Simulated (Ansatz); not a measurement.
Geometry optimisation, RKS r2SCAN-D4/def2-SVP (Ansatz 0.2.0).

The input (input.yaml):

```yaml
crystal:
  periodic: [false, false, false]
  atoms:
    - { symbol: Ge, position_ang: [0.220231, 2.0e-06, -0.057889] }
    - { symbol: H, position_ang: [0.208866, 7.0e-06, 1.489942] }
    - { symbol: H, position_ang: [1.683678, -1.0e-06, -0.519046] }
    - { symbol: H, position_ang: [-0.492011, 1.261036, -0.548529] }
    - { symbol: H, position_ang: [-0.492011, -1.261035, -0.548522] }
    - { symbol: Br, position_ang: [-3.044214, 1.0e-05, 1.475587] }
    - { symbol: H, position_ang: [-1.605939, -1.8e-05, 1.903457] }
basis:
  gaussian: { orbitals: def2-SVP }
hamiltonian:
  xc: r2scan
  dispersion: d4
relax:
  f_tol: 0.03
  max_steps: 50
```

Command:

```bash
$ ansatz run input.yaml --threads 2 --pin off --max-ram 3072MiB --backend cpu --events-out ev --progress --plain --runs-dir out
```

**Question.** Where does it end, and by what steps?

**Answer.** The forces met the threshold. The force dipped under the threshold on the way, but the program's further checks kept it going. After 14 steps the energy has fallen by 0.110 eV; H7 moved furthest, 0.82 Å.

```
step  energy less start (eV)  largest force component (eV/Å)  accepted
   0                  0.0000                           1.439       yes
   1                 -0.0945                           0.366       yes
   2                 -0.1038                           0.137       yes
   3                 -0.1039                           0.284       yes
   4                 -0.1075                           0.020       yes
   5                 -0.1080                           0.055       yes
   6                 -0.1083                           0.140       yes
   7                 -0.1090                           0.050       yes
   8                 -0.1094                           0.010       yes
   9                 -0.0979                           0.537        no
  10                 -0.1096                           0.046       yes
  11                 -0.1096                           0.058       yes
  12                 -0.1098                           0.035       yes
  13                 -0.1099                           0.007       yes
  14                 -0.1099                           0.010       yes
```

```xyz
7
Properties=species:S:1:pos:R:3
Ge 0.379 0.000 -0.166
H 0.412 0.000 1.369
H 1.821 0.000 -0.691
H -0.348 1.255 -0.658
H -0.348 -1.255 -0.658
Br -3.245 0.000 1.519
H -2.194 0.000 2.480
```

Run time: 28 s on 2 threads of Intel(R) Xeon(R) Platinum 8259CL CPU @ 2.50GHz (Skylake/Cascade Lake), on a shared host, peak memory 0.17 GiB.
